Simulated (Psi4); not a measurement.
NSi (SMILES N#[Si]), doublet, at a GFN2-xTB geometry, with bond 2-1 at 2.0 times its length; SVWN/aug-cc-pVDZ in Psi4.

Input for Psi4:
```
memory 2 GB

molecule {
0 2
  Si   -0.00000000   -0.00000000   -0.52212322
  N     0.00000000    0.00000000    2.61061610
}

set basis aug-cc-pvdz
set reference uks
set basis_guess true

energy('svwn')
print_variables()
```

**Question.** What does Psi4 print? Leave out banner, timings and long lists.

**Answer.** 
```
  //>>>>>>>>>>>>>>>>>>>>>>>>>>>>>>>>>>>//
  //      Guess SCF, pcseg-0 Basis     //
  //<<<<<<<<<<<<<<<<<<<<<<<<<<<<<<<<<<<//

   => Loading Basis Set <=

    Name: PCSEG-0
    Role: ORBITAL
    Keyword: BASIS

         ---------------------------------------------------------
                           SCF Castup computation
         ---------------------------------------------------------
                                   SCF
               by Justin Turney, Rob Parrish, Andy Simmonett
                          and Daniel G. A. Smith
                              UKS Reference
         ---------------------------------------------------------

  ==> Geometry <==

    Molecular point group: c2v
    Full point group: C_inf_v

    Geometry (in Angstrom), charge = 0, multiplicity = 2:

       Center              X                  Y                   Z               Mass
    ------------   -----------------  -----------------  -----------------  -----------------
         SI           0.000000000000     0.000000000000    -1.044973319943    27.976926534650
         N            0.000000000000     0.000000000000     2.087766000057    14.003074004430

  Running in c2v symmetry.

  Rotational constants: A = ************  B =      0.18406  C =      0.18406 [cm^-1]
  Rotational constants: A = ************  B =   5518.07675  C =   5518.07675 [MHz]
  Nuclear repulsion =   16.553999981607152

  Charge       = 0
  Multiplicity = 2
  Electrons    = 21
  Nalpha       = 11
  Nbeta        = 10

  ==> Algorithm <==

  SCF Algorithm Type is DF.
  DIIS enabled.
  MOM disabled.
  Fractional occupation disabled.
  Guess Type is SAD.
  Energy threshold   = 1.00e-06
  Density threshold  = 1.00e-06
  Integral threshold = 1.00e-12

  ==> Primary Basis <==

  Basis Set: PCSEG-0
    Blend: PCSEG-0
    Number of shells: 12
    Number of basis functions: 22
    Number of Cartesian functions: 22
    Spherical Harmonics?: true
    Max angular momentum: 1

  ==> DFT Potential <==

   => LibXC <=

    Version 7.1.2
    S. Lehtola, C. Steigemann, M. J. T. Oliveira, and M. A. L. Marques,  SoftwareX 7, 1–5 (2018) (10.1016/j.softx.2017.11.002)

   => Composite Functional: SVWN <=

    Slater exchange
    Vosko, Wilk & Nusair (VWN5_RPA)
    P. A. M. Dirac,  Math. Proc. Cambridge Philos. Soc. 26, 376 (1930) (10.1017/S0305004100016108)
    F. Bloch,  Z. Phys. 57, 545 (1929) (10.1007/BF01340281)
    S. H. Vosko, L. Wilk, and M. Nusair,  Can. J. Phys. 58, 1200 (1980) (10.1139/p80-159)

    Deriv               =              1
    GGA                 =          FALSE
    Meta                =          FALSE

    Exchange Hybrid     =          FALSE
    MP2 Hybrid          =          FALSE

   => Exchange Functionals <=

    1.0000         XC_LDA_X

   => Correlation Functionals <=

    1.0000   XC_LDA_C_VWN_RPA

   => LibXC Density Thresholds  <==

    XC_LDA_C_VWN_RPA:  1.00E-15
    XC_LDA_X:  1.00E-15

   => Molecular Quadrature <=

    Radial Scheme          =       TREUTLER
    Pruning Scheme         =           NONE
    Nuclear Scheme         =       TREUTLER

    Blocking Scheme        =         OCTREE
    BS radius alpha        =              1
    Pruning alpha          =              1
    Radial Points          =             75
    Spherical Points       =            302
    Total Points           =          42763
    Total Blocks           =            399
    Max Points             =            254
    Max Functions          =             21
    Weights Tolerance      =       1.00E-15

   => Loading Basis Set <=

    Name: (PCSEG-0 AUX)
    Role: JKFIT
    Keyword: DF_BASIS_SCF

  ==> Integral Setup <==

  SCF_SUBTYPE=INCORE selected. In-core MEM_DF algorithm will be used.
  Using in-core AOs.

  ==> MemDFJK: Density-Fitted J/K Matrices <==

    J tasked:                   Yes
    K tasked:                    No
    wK tasked:                   No
    Algorithm:                 Core
    Schwarz Cutoff:           1E-12
    Mask sparsity (%):       4.1322
    Fitting Condition:        1E-10

   => Auxiliary Basis Set <=

  Basis Set: (PCSEG-0 AUX)
    Blend: DEF2-UNIVERSAL-JKFIT
    Number of shells: 63
    Number of basis functions: 205
    Number of Cartesian functions: 248
    Spherical Harmonics?: true
    Max angular momentum: 4

  Minimum eigenvalue in the overlap matrix is 1.1116096059E-01.
  Reciprocal condition number of the overlap matrix is 5.1131172840E-02.
    Using symmetric orthogonalization.

  ==> Pre-Iterations <==

  SCF Guess: Superposition of Atomic Densities via on-the-fly atomic UHF (no occupation information).

   -------------------------
    Irrep   Nso     Nmo
   -------------------------
     A1        12      12
     A2         0       0
     B1         5       5
     B2         5       5
   -------------------------
    Total      22      22
   -------------------------

  ==> Iterations <==

                           Total Energy        Delta E     RMS |[F,P]|

   @DF-UKS iter SAD:  -341.57892406475872   -3.41579e+02   0.00000e+00
    Occupation by irrep:
             A1    A2    B1    B2
    DOCC [     6,    0,    2,    2 ]
    SOCC [     1,    0,    0,    0 ]
    NA   [     7,    0,    2,    2 ]
    NB   [     6,    0,    2,    2 ]

   @DF-UKS iter   1:  -341.32637468544112    2.52549e-01   7.02612e-02 ADIIS/DIIS
   @DF-UKS iter   2:  -332.31857819687372    9.00780e+00   1.09028e-01 ADIIS
    Occupation by irrep:
             A1    A2    B1    B2
    DOCC [     7,    0,    1,    2 ]
    SOCC [     0,    0,    1,    0 ]
    NA   [     7,    0,    2,    2 ]
    NB   [     7,    0,    1,    2 ]

   @DF-UKS iter   3:  -339.03235782256115   -6.71378e+00   7.63288e-02 ADIIS/DIIS
    Occupation by irrep:
             A1    A2    B1    B2
    DOCC [     7,    0,    2,    1 ]
    SOCC [     0,    0,    0,    1 ]
    NA   [     7,    0,    2,    2 ]
    NB   [     7,    0,    2,    1 ]

   @DF-UKS iter   4:  -341.53322156421007   -2.50086e+00   5.52707e-02 ADIIS/DIIS
[...]
   @DF-UKS iter  71:  -342.30480550388171   -2.65215e-05   7.36396e-04 ADIIS/DIIS
   @DF-UKS iter  72:  -342.30479300876931    1.24951e-05   7.68795e-04 ADIIS/DIIS
   @DF-UKS iter  73:  -342.30478523772359    7.77105e-06   7.87975e-04 ADIIS/DIIS
   @DF-UKS iter  74:  -342.30475990728036    2.53304e-05   8.46737e-04 ADIIS/DIIS
    Occupation by irrep:
             A1    A2    B1    B2
    DOCC [     7,    0,    1,    2 ]
    SOCC [     0,    0,    1,    0 ]
    NA   [     7,    0,    2,    2 ]
    NB   [     7,    0,    1,    2 ]

   @DF-UKS iter  75:  -342.30480531296456   -4.54057e-05   7.36939e-04 ADIIS/DIIS
   @DF-UKS iter  76:  -342.30485286192641   -4.75490e-05   5.94484e-04 ADIIS/DIIS
    Occupation by irrep:
             A1    A2    B1    B2
    DOCC [     7,    0,    2,    1 ]
    SOCC [     0,    0,    0,    1 ]
    NA   [     7,    0,    2,    2 ]
    NB   [     7,    0,    2,    1 ]

   @DF-UKS iter  77:  -342.30484969788012    3.16405e-06   6.05141e-04 ADIIS/DIIS
   @DF-UKS iter  78:  -342.30483402168477    1.56762e-05   6.54787e-04 ADIIS/DIIS
    Occupation by irrep:
             A1    A2    B1    B2
    DOCC [     7,    0,    1,    2 ]
    SOCC [     0,    0,    1,    0 ]
    NA   [     7,    0,    2,    2 ]
    NB   [     7,    0,    1,    2 ]

   @DF-UKS iter  79:  -342.30490396623014   -6.99445e-05   3.77514e-04 ADIIS/DIIS
   @DF-UKS iter  80:  -342.30481801281542    8.59534e-05   7.00891e-04 ADIIS/DIIS
   @DF-UKS iter  81:  -342.30483729586331   -1.92830e-05   6.44086e-04 ADIIS/DIIS
   @DF-UKS iter  82:  -342.30474051504399    9.67808e-05   8.85639e-04 ADIIS/DIIS
   @DF-UKS iter  83:  -342.30484056586477   -1.00051e-04   6.34329e-04 ADIIS/DIIS
    Occupation by irrep:
             A1    A2    B1    B2
    DOCC [     7,    0,    2,    1 ]
    SOCC [     0,    0,    0,    1 ]
    NA   [     7,    0,    2,    2 ]
    NB   [     7,    0,    2,    1 ]

   @DF-UKS iter  84:  -342.30488410266486   -4.35368e-05   4.74495e-04 ADIIS/DIIS
   @DF-UKS iter  85:  -342.30486217657557    2.19261e-05   5.61277e-04 ADIIS/DIIS
   @DF-UKS iter  86:  -342.30481570858774    4.64680e-05   7.07758e-04 ADIIS/DIIS
   @DF-UKS iter  87:  -342.30480680431742    8.90427e-06   7.31900e-04 ADIIS/DIIS
    Occupation by irrep:
             A1    A2    B1    B2
    DOCC [     7,    0,    1,    2 ]
    SOCC [     0,    0,    1,    0 ]
    NA   [     7,    0,    2,    2 ]
    NB   [     7,    0,    1,    2 ]

   @DF-UKS iter  88:  -342.30466949782544    1.37306e-04   1.01832e-03 ADIIS/DIIS
    Occupation by irrep:
             A1    A2    B1    B2
    DOCC [     7,    0,    2,    1 ]
    SOCC [     0,    0,    0,    1 ]
    NA   [     7,    0,    2,    2 ]
    NB   [     7,    0,    2,    1 ]

   @DF-UKS iter  89:  -342.30489198112122   -2.22483e-04   4.38452e-04 ADIIS/DIIS
   @DF-UKS iter  90:  -342.30488506365197    6.91747e-06   4.70016e-04 ADIIS/DIIS
    Occupation by irrep:
             A1    A2    B1    B2
    DOCC [     7,    0,    1,    2 ]
    SOCC [     0,    0,    1,    0 ]
    NA   [     7,    0,    2,    2 ]
    NB   [     7,    0,    1,    2 ]

   @DF-UKS iter  91:  -342.30485505419733    3.00095e-05   5.86465e-04 ADIIS/DIIS
   @DF-UKS iter  92:  -342.30487496642439   -1.99122e-05   5.12589e-04 ADIIS/DIIS
   @DF-UKS iter  93:  -342.30459371810139    2.81248e-04   1.13490e-03 ADIIS/DIIS
   @DF-UKS iter  94:  -342.30484510962458   -2.51392e-04   6.19583e-04 ADIIS/DIIS
   @DF-UKS iter  95:  -342.30486794641644   -2.28368e-05   5.39711e-04 ADIIS/DIIS
    Occupation by irrep:
             A1    A2    B1    B2
    DOCC [     7,    0,    2,    1 ]
    SOCC [     0,    0,    0,    1 ]
    NA   [     7,    0,    2,    2 ]
    NB   [     7,    0,    2,    1 ]

   @DF-UKS iter  96:  -342.30491416984790   -4.62234e-05   3.16085e-04 ADIIS/DIIS
   @DF-UKS iter  97:  -342.30490083365913    1.33362e-05   3.94363e-04 ADIIS/DIIS
    Occupation by irrep:
             A1    A2    B1    B2
    DOCC [     7,    0,    1,    2 ]
    SOCC [     0,    0,    1,    0 ]
    NA   [     7,    0,    2,    2 ]
    NB   [     7,    0,    1,    2 ]

   @DF-UKS iter  98:  -342.30491091936642   -1.00857e-05   3.36835e-04 ADIIS/DIIS
   @DF-UKS iter  99:  -342.30485918152004    5.17378e-05   5.72138e-04 ADIIS/DIIS
    Occupation by irrep:
             A1    A2    B1    B2
    DOCC [     7,    0,    2,    1 ]
    SOCC [     0,    0,    0,    1 ]
    NA   [     7,    0,    2,    2 ]
    NB   [     7,    0,    2,    1 ]

   @DF-UKS iter 100:  -342.30487055955155   -1.13780e-05   5.29965e-04 ADIIS/DIIS

PsiException: Could not converge SCF iterations in 100 iterations.

  Failed to converge.

Traceback (most recent call last):
  File "psi4", line 375, in <module>
  File "<string>", line 24, in <module>
  File "site-packages/psi4/driver/driver.py", line 533, in energy
  File "site-packages/psi4/driver/procrouting/proc.py", line 2760, in run_scf
  File "site-packages/psi4/driver/procrouting/proc.py", line 1917, in scf_helper
  File "site-packages/psi4/driver/procrouting/scf_proc/scf_iterator.py", line 93, in scf_compute_energy
  File "site-packages/psi4/driver/procrouting/scf_proc/scf_iterator.py", line 86, in scf_compute_energy
  File "site-packages/psi4/driver/procrouting/scf_proc/scf_iterator.py", line 609, in scf_iterate

psi4.driver.p4util.exceptions.SCFConvergenceError: Could not converge SCF iterations in 100 iterations.

Printing out the relevant lines from the Psithon --> Python processed input file:
    """)
    core.IO.set_default_namespace("")
    core.set_global_option("BASIS", "aug-cc-pvdz")
    core.set_global_option("REFERENCE", "uks")
    core.set_global_option("BASIS_GUESS", "true")
--> energy('svwn')
    print_variables()

!-------------------------------------------------------!
!                                                       !
!  Could not converge SCF iterations in 100 iterations. !
!                                                       !
!-------------------------------------------------------!
```

Convergence was not reached.
